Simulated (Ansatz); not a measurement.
Ansatz (a first-principles code) input (B3LYP-D3(BJ)/def2-TZVP):

Ansatz 0.2 input:
```yaml
crystal:
  periodic: [false, false, false]
  atoms:
    - {symbol: C, position_ang: [-1.16979933, -0.02795748, 0.30417577]}
    - {symbol: Si, position_ang: [0.57568461, 0.01092575, -0.22556764]}
    - {symbol: H, position_ang: [-1.80015384, 0.85093633, 0.15655899]}
    - {symbol: H, position_ang: [-1.73943850, -0.95568380, 0.22400751]}
    - {symbol: H, position_ang: [1.28893734, -1.11663320, 0.52008273]}
    - {symbol: H, position_ang: [1.20986652, 1.23616507, 0.43224315]}
basis:
  gaussian:
    orbitals: def2-TZVP
hamiltonian:
  xc: b3lyp
  dispersion: d3bj
total_charge: -1
magnetization: {spin_polarized: true, initial_magnetization: 1}
phonons: {temperatures: {t_min: 298.15, t_max: 298.15, t_step: 100}}
```

Output:

```
Functional definition: B3LYP
integrals: 0.02 GiB planned
617 factors; their error is unknown
mean field: 0.27 GiB planned
mean field evaluation 1: about -8976.7929 eV, gradient 2.3e1 eV
mean field evaluation 2: about -8970.8009 eV, gradient 3.7e1 eV
mean field evaluation 4: about -8979.4747 eV, gradient 1.4e0 eV
mean field evaluation 8: about -8979.5142 eV, gradient 1.5e-1 eV
mean field evaluation 16: about -8979.5143 eV, gradient 2.8e-5 eV
mean field -8979.51427527 eV, -329.9910630828 hartree, gradient 2.8e-5 eV, S^2 0.759577; 0 other end points of the search recorded, 0 dependent functions left out
the calculation of the forces begins
reference -8979.51451100 eV, -329.9910717457 hartree; 13, 12 occupied and 79, 80 virtual orbitals, 617 factors
these checks for a lower state are left out or cut short: stability, starts, cluster_reference, orbital_swaps, neighbouring_geometries, increment
integrals: 0.02 GiB planned
617 factors; their error is unknown
mean field: 0.27 GiB planned
mean field -8979.51426034 eV, -329.9910625342 hartree, gradient 2.5e-6 eV, S^2 0.759589; 0 other end points of the search recorded, 0 dependent functions left out
the calculation of the forces begins
reference -8979.51449610 eV, -329.9910711983 hartree; 13, 12 occupied and 79, 80 virtual orbitals, 617 factors
these checks for a lower state are left out or cut short: stability, starts, cluster_reference, orbital_swaps, neighbouring_geometries, increment
integrals: 0.02 GiB planned
617 factors; their error is unknown
mean field: 0.27 GiB planned
mean field evaluation 32: about -8979.5143 eV, gradient 2.4e-6 eV
mean field -8979.51426382 eV, -329.9910626619 hartree, gradient 2.4e-6 eV, S^2 0.759565; 0 other end points of the search recorded, 0 dependent functions left out
the calculation of the forces begins
reference -8979.51449951 eV, -329.9910713235 hartree; 13, 12 occupied and 79, 80 virtual orbitals, 617 factors
these checks for a lower state are left out or cut short: stability, starts, cluster_reference, orbital_swaps, neighbouring_geometries, increment
integrals: 0.02 GiB planned
617 factors; their error is unknown
mean field: 0.27 GiB planned
mean field -8979.51412489 eV, -329.9910575566 hartree, gradient 1.7e-6 eV, S^2 0.759565; 0 other end points of the search recorded, 0 dependent functions left out
the calculation of the forces begins
reference -8979.51436060 eV, -329.9910662186 hartree; 13, 12 occupied and 79, 80 virtual orbitals, 617 factors
these checks for a lower state are left out or cut short: stability, starts, cluster_reference, orbital_swaps, neighbouring_geometries, increment
integrals: 0.02 GiB planned
617 factors; their error is unknown
mean field: 0.27 GiB planned
mean field -8979.51414696 eV, -329.9910583676 hartree, gradient 1.8e-6 eV, S^2 0.759590; 0 other end points of the search recorded, 0 dependent functions left out
the calculation of the forces begins
reference -8979.51438271 eV, -329.9910670313 hartree; 13, 12 occupied and 79, 80 virtual orbitals, 617 factors
these checks for a lower state are left out or cut short: stability, starts, cluster_reference, orbital_swaps, neighbouring_geometries, increment
integrals: 0.02 GiB planned
617 factors; their error is unknown
mean field: 0.27 GiB planned
mean field -8979.51425227 eV, -329.9910622375 hartree, gradient 2.9e-6 eV, S^2 0.759565; 0 other end points of the search recorded, 0 dependent functions left out
the calculation of the forces begins
reference -8979.51448795 eV, -329.9910708986 hartree; 13, 12 occupied and 79, 80 virtual orbitals, 617 factors
these checks for a lower state are left out or cut short: stability, starts, cluster_reference, orbital_swaps, neighbouring_geometries, increment
integrals: 0.02 GiB planned
617 factors; their error is unknown
mean field: 0.27 GiB planned
mean field -8979.51423749 eV, -329.9910616945 hartree, gradient 1.1e-6 eV, S^2 0.759589; 0 other end points of the search recorded, 0 dependent functions left out
the calculation of the forces begins
reference -8979.51447327 eV, -329.9910703591 hartree; 13, 12 occupied and 79, 80 virtual orbitals, 617 factors
these checks for a lower state are left out or cut short: stability, starts, cluster_reference, orbital_swaps, neighbouring_geometries, increment
integrals: 0.02 GiB planned
617 factors; their error is unknown
mean field: 0.27 GiB planned
mean field evaluation 64: about -8979.5142 eV, gradient 9.8e-7 eV
mean field -8979.51422970 eV, -329.9910614080 hartree, gradient 9.8e-7 eV, S^2 0.759595; 0 other end points of the search recorded, 0 dependent functions left out
the calculation of the forces begins
reference -8979.51446544 eV, -329.9910700713 hartree; 13, 12 occupied and 79, 80 virtual orbitals, 617 factors
these checks for a lower state are left out or cut short: stability, starts, cluster_reference, orbital_swaps, neighbouring_geometries, increment
integrals: 0.02 GiB planned
617 factors; their error is unknown
mean field: 0.27 GiB planned
mean field -8979.51418477 eV, -329.9910597571 hartree, gradient 1.0e-6 eV, S^2 0.759559; 0 other end points of the search recorded, 0 dependent functions left out
the calculation of the forces begins
reference -8979.51442049 eV, -329.9910684196 hartree; 13, 12 occupied and 79, 80 virtual orbitals, 617 factors
these checks for a lower state are left out or cut short: stability, starts, cluster_reference, orbital_swaps, neighbouring_geometries, increment
integrals: 0.02 GiB planned
617 factors; their error is unknown
mean field: 0.27 GiB planned
mean field -8979.51421539 eV, -329.9910608822 hartree, gradient 1.8e-6 eV, S^2 0.759575; 0 other end points of the search recorded, 0 dependent functions left out
the calculation of the forces begins
reference -8979.51445112 eV, -329.9910695452 hartree; 13, 12 occupied and 79, 80 virtual orbitals, 617 factors
these checks for a lower state are left out or cut short: stability, starts, cluster_reference, orbital_swaps, neighbouring_geometries, increment
integrals: 0.02 GiB planned
617 factors; their error is unknown
mean field: 0.27 GiB planned
mean field -8979.51425324 eV, -329.9910622734 hartree, gradient 2.1e-6 eV, S^2 0.759580; 0 other end points of the search recorded, 0 dependent functions left out
the calculation of the forces begins
reference -8979.51448897 eV, -329.9910709361 hartree; 13, 12 occupied and 79, 80 virtual orbitals, 617 factors
these checks for a lower state are left out or cut short: stability, starts, cluster_reference, orbital_swaps, neighbouring_geometries, increment
integrals: 0.02 GiB planned
617 factors; their error is unknown
mean field: 0.27 GiB planned
mean field -8979.51420737 eV, -329.9910605874 hartree, gradient 1.1e-6 eV, S^2 0.759581; 0 other end points of the search recorded, 0 dependent functions left out
the calculation of the forces begins
reference -8979.51444310 eV, -329.9910692505 hartree; 13, 12 occupied and 79, 80 virtual orbitals, 617 factors
these checks for a lower state are left out or cut short: stability, starts, cluster_reference, orbital_swaps, neighbouring_geometries, increment
integrals: 0.02 GiB planned
617 factors; their error is unknown
mean field: 0.27 GiB planned
mean field -8979.51420107 eV, -329.9910603559 hartree, gradient 2.2e-6 eV, S^2 0.759573; 0 other end points of the search recorded, 0 dependent functions left out
the calculation of the forces begins
reference -8979.51443679 eV, -329.9910690185 hartree; 13, 12 occupied and 79, 80 virtual orbitals, 617 factors
these checks for a lower state are left out or cut short: stability, starts, cluster_reference, orbital_swaps, neighbouring_geometries, increment
integrals: 0.02 GiB planned
617 factors; their error is unknown
mean field: 0.27 GiB planned
mean field evaluation 96: about -8979.5143 eV, gradient 4.5e-2 eV
mean field -8979.51427304 eV, -329.9910630009 hartree, gradient 2.2e-6 eV, S^2 0.759576; 0 other end points of the search recorded, 0 dependent functions left out
the calculation of the forces begins
reference -8979.51450876 eV, -329.9910716635 hartree; 13, 12 occupied and 79, 80 virtual orbitals, 617 factors
these checks for a lower state are left out or cut short: stability, starts, cluster_reference, orbital_swaps, neighbouring_geometries, increment
integrals: 0.02 GiB planned
617 factors; their error is unknown
mean field: 0.27 GiB planned
mean field -8979.51427065 eV, -329.9910629130 hartree, gradient 2.6e-6 eV, S^2 0.759579; 0 other end points of the search recorded, 0 dependent functions left out
the calculation of the forces begins
reference -8979.51450639 eV, -329.9910715762 hartree; 13, 12 occupied and 79, 80 virtual orbitals, 617 factors
these checks for a lower state are left out or cut short: stability, starts, cluster_reference, orbital_swaps, neighbouring_geometries, increment
integrals: 0.02 GiB planned
617 factors; their error is unknown
mean field: 0.27 GiB planned
mean field -8979.51427259 eV, -329.9910629842 hartree, gradient 2.5e-6 eV, S^2 0.759576; 0 other end points of the search recorded, 0 dependent functions left out
the calculation of the forces begins
reference -8979.51450832 eV, -329.9910716473 hartree; 13, 12 occupied and 79, 80 virtual orbitals, 617 factors
these checks for a lower state are left out or cut short: stability, starts, cluster_reference, orbital_swaps, neighbouring_geometries, increment
integrals: 0.02 GiB planned
617 factors; their error is unknown
mean field: 0.27 GiB planned
mean field -8979.51425050 eV, -329.9910621725 hartree, gradient 2.1e-6 eV, S^2 0.759579; 0 other end points of the search recorded, 0 dependent functions left out
the calculation of the forces begins
reference -8979.51448622 eV, -329.9910708351 hartree; 13, 12 occupied and 79, 80 virtual orbitals, 617 factors
these checks for a lower state are left out or cut short: stability, starts, cluster_reference, orbital_swaps, neighbouring_geometries, increment
integrals: 0.02 GiB planned
617 factors; their error is unknown
mean field: 0.27 GiB planned
mean field -8979.51424814 eV, -329.9910620859 hartree, gradient 2.0e-6 eV, S^2 0.759571; 0 other end points of the search recorded, 0 dependent functions left out
the calculation of the forces begins
reference -8979.51448387 eV, -329.9910707485 hartree; 13, 12 occupied and 79, 80 virtual orbitals, 617 factors
these checks for a lower state are left out or cut short: stability, starts, cluster_reference, orbital_swaps, neighbouring_geometries, increment
integrals: 0.02 GiB planned
617 factors; their error is unknown
mean field: 0.27 GiB planned
mean field evaluation 128: about -8979.5143 eV, gradient 4.9e-5 eV
mean field -8979.51425054 eV, -329.9910621740 hartree, gradient 2.1e-6 eV, S^2 0.759583; 0 other end points of the search recorded, 0 dependent functions left out
the calculation of the forces begins
reference -8979.51448627 eV, -329.9910708370 hartree; 13, 12 occupied and 79, 80 virtual orbitals, 617 factors
these checks for a lower state are left out or cut short: stability, starts, cluster_reference, orbital_swaps, neighbouring_geometries, increment
integrals: 0.02 GiB planned
617 factors; their error is unknown
mean field: 0.27 GiB planned
mean field -8979.51425926 eV, -329.9910624945 hartree, gradient 1.9e-6 eV, S^2 0.759579; 0 other end points of the search recorded, 0 dependent functions left out
the calculation of the forces begins
reference -8979.51449500 eV, -329.9910711578 hartree; 13, 12 occupied and 79, 80 virtual orbitals, 617 factors
these checks for a lower state are left out or cut short: stability, starts, cluster_reference, orbital_swaps, neighbouring_geometries, increment
integrals: 0.02 GiB planned
617 factors; their error is unknown
mean field: 0.27 GiB planned
mean field -8979.51426744 eV, -329.9910627951 hartree, gradient 1.9e-6 eV, S^2 0.759576; 0 other end points of the search recorded, 0 dependent functions left out
the calculation of the forces begins
reference -8979.51450316 eV, -329.9910714574 hartree; 13, 12 occupied and 79, 80 virtual orbitals, 617 factors
Total energy: -8979.67700904 eV, -329.9970434384 hartree
Atom 0 at    -1.169799    -0.027957     0.304176 Å, force     0.001577     0.000047    -0.000160 eV/Å
Atom 1 at     0.575685     0.010926    -0.225568 Å, force     0.000332     0.000039     0.000756 eV/Å
Atom 2 at    -1.800154     0.850936     0.156559 Å, force    -0.000618    -0.000516     0.000020 eV/Å
Atom 3 at    -1.739439    -0.955684     0.224008 Å, force    -0.000652     0.000474    -0.000017 eV/Å
Atom 4 at     1.288937    -1.116633     0.520083 Å, force    -0.000324     0.000111    -0.000305 eV/Å
Atom 5 at     1.209867     1.236165     0.432243 Å, force    -0.000315    -0.000155    -0.000295 eV/Å
Dipole moment:    -0.177751    -0.006859    -0.023712 e Å
Vibrations: 288.61 482.35 583.55 599.31 756.57 850.16 913.36 1382.10 1937.23 1945.34 3040.83 3104.56 cm⁻¹, zero-point energy 0.984681 eV
```
